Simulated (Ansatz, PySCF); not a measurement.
Ligands exchanged one at a time, Ga F-SH. All species are isolated molecules in the gas phase. One relaxed conformer stands for each flexible species; it need not be the lowest. Strings in code marks are SMILES.

Quantity: redistribution energy (mixed species minus the weighted end members), in kJ/mol.

Level 1: frozen-core CCSD(T)/cc-pVTZ // CAM-B3LYP-D3(BJ)/def2-TZVP (Ansatz, a quantum-chemistry and plane-wave program)
Level 2: PBE-D3(BJ)/def2-TZVP // CAM-B3LYP-D3(BJ)/def2-TZVP (PySCF)
Level 3: frozen-core MP2/cc-pVTZ // CAM-B3LYP-D3(BJ)/def2-TZVP (Ansatz)
Level 4: B3LYP/3-21G // CAM-B3LYP-D3(BJ)/def2-TZVP (PySCF)

| species | level 2 | level 3 | level 4 |
|---|---|---|---|
| 1 of 3 F replaced by SH: `[SH][Ga]([F])[F]` (F–Ga–S–H torsion 0°) | -12.59 | -6.23 | -19.27 |
| 2 of 3 F replaced by SH: `[F][Ga]([SH])[SH]` (S–Ga–S–H torsion -180°, S–Ga–S–H torsion -180°) | -11.90 | -5.29 | -18.98 |

Task: What does level 1 give for each?

Result: 
- 1 of 3 F replaced by SH: `[SH][Ga]([F])[F]` (F–Ga–S–H torsion 0°): -8.39
- 2 of 3 F replaced by SH: `[F][Ga]([SH])[SH]` (S–Ga–S–H torsion -180°, S–Ga–S–H torsion -180°): -7.44
